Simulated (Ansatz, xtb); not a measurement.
Breaking the Si1–S2 bond in SiS (multiplicity 1 held). Energies count from the point at 1.938 Å.


R- and RO- levels are restricted; in cc, def2 and unpolarised 6-31G sets they are followed outwards from rest. U- levels take the lowest unrestricted solution at each point, which mixes spins at long bonds. Full CI gives the lowest state of the spin. Curves can end on different states.

Cores are frozen in the correlated methods.

Codes used: Ansatz (a program for electronic structure); xtb for the GFN methods. Values without a source in brackets are computed. The GFN methods have no spin term and hold the electronic entropy of 300 K.

| level | energy at R = 7.752 Å (kcal/mol) |
|---|---|
| GFN2-xTB | 121.15 |
| R-HF/6-31G | 137.23 |
| U-HF/6-31G | 49.99 |
| U-MP2/6-31G | 96.34 |
| R-SCS-MP2/6-31G | [?] |
| U-SCS-MP2/6-31G | 93.96 |
| U-CCSD/6-31G | 92.50 |
| U-CCSD(T)/6-31G | 96.17 |
| FCI/6-31G | 96.88 |

Problem. What belongs in the gaps?

Solution. 
- R-SCS-MP2/6-31G, energy at R = 7.752 Å (kcal/mol): 166.02

Doubts at one or more of the structures used: a restricted determinant that unrestricted orbitals would lower (R-HF/6-31G, R-SCS-MP2/6-31G); a spin-contaminated determinant (U-HF/6-31G, U-MP2/6-31G, U-SCS-MP2/6-31G, U-CCSD/6-31G, U-CCSD(T)/6-31G).
